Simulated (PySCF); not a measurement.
## Basis set benchmark on one molecule

Molecule: SMILES FB(F)F, BF$_{3}$.

Structure with atom numbers: `[F:1][B:2]([F:3])[F:4]`.

Geometry PBE0-D3(BJ)/def2-SVP throughout; GIAO in PySCF 2.14, gas phase, one conformer, non-relativistic; equivalent atoms averaged; functional PBE0.

Reference values (measured; Macháček, Bühl, Fanfrlík, Hnyk, 11B NMR of BX3 and BX4-, J. Phys. Chem. A (author manuscript)): δ(B2) = 10.0 ppm vs BF3.OEt2. Computed shifts are taken against BF3·OEt2, calculated as an isolated molecule at each level.

Problem. How do the basis sets STO-3G, 6-31G, pcSseg-0, 6-31G*, def2-SVP, cc-pVDZ, pcSseg-1, aug-cc-pVDZ, 6-311+G(2d,p), cc-pVTZ, def2-TZVP, IGLO-III, pcSseg-2, pcSseg-3 perform against the reference? Times are CPU seconds on shared hosts with different chips, so compare them loosely.

Solution. 
```
    basis set  functions    B2  abs. error B  core-s
       STO-3G         20   3.7           6.3     0.5
        6-31G         36   9.5           0.5     0.9
     pcSseg-0         36  11.1           1.1       1
       6-31G*         56   8.0           2.0     1.3
     def2-SVP         56   8.8           1.2     1.3
      cc-pVDZ         56   8.7           1.3     1.5
     pcSseg-1         68  11.7           1.7     1.9
  aug-cc-pVDZ         92   5.0           5.0     2.4
6-311+G(2d,p)        108  10.8           0.8     2.6
      cc-pVTZ        120   9.7           0.3     3.3
    def2-TZVP        124   9.5           0.5     3.2
     IGLO-III        140   9.9           0.1     3.7
     pcSseg-2        144  10.0           0.0     6.7
     pcSseg-3        288  10.1           0.1      14
```

For 11B the closest is pcSseg-2 (0.0 ppm, with IGLO-III, pcSseg-3 practically level) and the furthest STO-3G (6.3 ppm). Where a smaller basis beats a larger one, errors probably cancel; the largest sets show where the functional converges. One molecule is a small sample, and vibrational and solvent effects are absent from the calculation.

A small basis that lands close on one nucleus may do so by chance; judge by the trend and by all nuclei.
